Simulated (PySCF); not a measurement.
Species: C₅H₇F₃.
Structure used (PBE0-D3(BJ)/def2-SVP), in Å, numbered top down from 1:
```xyz
15
C5H7F3 angstrom
C      0.585   -1.360   -0.208
C      0.433    0.116   -0.016
C     -0.728    0.763    0.139
C     -2.069    0.103    0.144
F     -2.319   -0.532   -1.032
F     -2.155   -0.845    1.114
C      1.723    0.879    0.001
F      1.546    2.219    0.189
H     -0.380   -1.873   -0.269
H      1.158   -1.799    0.625
H      1.150   -1.572   -1.131
H     -0.710    1.847    0.272
H     -2.885    0.826    0.312
H      2.258    0.721   -0.955
H      2.372    0.489    0.808
```

Computed with PySCF at wB97X-D/def2-SVPD, non-relativistic, on one gas-phase PBE0-D3(BJ)/def2-SVP geometry that isn't relaxed in the solvent. The solvent is an IEF-PCM continuum (Bondi radii, 1.10 Å for H, scaled by 1.2), and excitations are vertical TDDFT with non-equilibrium linear response and a frozen core. Specific hydrogen bonds and non-electrostatic terms are outside this model.

Gas-phase singlets (H = HOMO, L = LUMO):

```json
{"state": "S1", "E (eV)": "6.906", "λ (nm)": "180", "f": "0.449", "leading configuration": "H→L 98%"}
{"state": "S2", "E (eV)": "7.495", "λ (nm)": "165", "f": "0.002", "leading configuration": "H-1→L 96%"}
{"state": "S3", "E (eV)": "7.717", "λ (nm)": "161", "f": "0.002", "leading configuration": "H→L+1 88%"}
{"state": "S4", "E (eV)": "8.346", "λ (nm)": "149", "f": "0.014", "leading configuration": "H→L+2 77%"}
{"state": "S5", "E (eV)": "8.470", "λ (nm)": "146", "f": "0.007", "leading configuration": "H→L+3 84%"}
```

Question: What are the lowest 5 singlets in methanol (ε = 32.61)?

Answer: 
```tsv
state	E (eV)	λ (nm)	f	leading configuration	change by rank (eV)
S1	6.787	183	0.520	H→L 98%	-0.119
S2	7.532	165	0.002	H-1→L 96%	+0.037
S3	7.705	161	0.012	H→L+1 88%	-0.012
S4	8.406	147	0.000	H-3→L 64%	+0.060
S5	8.447	147	0.002	H→L+2 63%	-0.023
```

Question: The ground-state energy changes by -0.233 eV from gas to methanol. By how much does the total energy of gas-phase S1 change?

Answer: E(S1) = E(S0) + excitation energy, so it changes by -0.233 − 0.119 = -0.352 eV: it is lowered more than the ground state, which is what a red shift means. This is the vertical state, with the slow part of the continuum still set for S0.

Question: How do the frontier levels move from gas to methanol?

Answer: 
```json
{"orbital": "LUMO+2", "gas (eV)": "2.75", "solvent (eV)": "2.91", "change (eV)": "+0.16", "Löwdin shares, gas": "C4 22 %, H13 21 %, F6 8 %, H12 8 %", "Löwdin shares, solvent": "C7 20 %, F8 16 %, C4 12 %, F6 9 %"}
{"orbital": "LUMO+1", "gas (eV)": "2.22", "solvent (eV)": "2.43", "change (eV)": "+0.21", "Löwdin shares, gas": "C7 20 %, C1 15 %, H14 8 %, H15 8 %", "Löwdin shares, solvent": "C7 16 %, C3 12 %, C1 11 %, C4 11 %"}
{"orbital": "LUMO", "gas (eV)": "1.18", "solvent (eV)": "1.38", "change (eV)": "+0.20", "Löwdin shares, gas": "C2 29 %, C3 27 %, C4 8 %, C1 5 %", "Löwdin shares, solvent": "C2 30 %, C3 27 %, C4 8 %, C1 5 %"}
{"orbital": "HOMO", "gas (eV)": "-9.64", "solvent (eV)": "-9.47", "change (eV)": "+0.17", "Löwdin shares, gas": "C3 37 %, C2 30 %, C7 6 %, C1 6 %", "Löwdin shares, solvent": "C3 37 %, C2 30 %, C7 6 %, C1 6 %"}
{"orbital": "HOMO-1", "gas (eV)": "-11.41", "solvent (eV)": "-11.28", "change (eV)": "+0.13", "Löwdin shares, gas": "F5 14 %, F6 14 %, C4 14 %, C7 10 %", "Löwdin shares, solvent": "C4 13 %, C7 12 %, F5 11 %, F6 11 %"}
{"orbital": "HOMO-2", "gas (eV)": "-12.26", "solvent (eV)": "-12.04", "change (eV)": "+0.22", "Löwdin shares, gas": "F8 46 %, C7 20 %, H14 9 %, H15 9 %", "Löwdin shares, solvent": "F8 40 %, C7 21 %, H14 9 %, H15 9 %"}
{"orbital": "HOMO-3", "gas (eV)": "-12.50", "solvent (eV)": "-12.38", "change (eV)": "+0.12", "Löwdin shares, gas": "F8 32 %, F6 11 %, F5 11 %, C2 11 %", "Löwdin shares, solvent": "C1 22 %, C3 18 %, C2 16 %, H12 10 %"}
```

The HOMO–LUMO gap goes from 10.82 to 10.85 eV. Rows go by rank; for HOMO-3, HOMO-2, LUMO+1 and LUMO+2 the atom shares or the degeneracy differ between the runs, so the row needn't follow one orbital.

wB97X-D is run here without its empirical dispersion term; that term would change no orbital, density or response property at a fixed geometry.
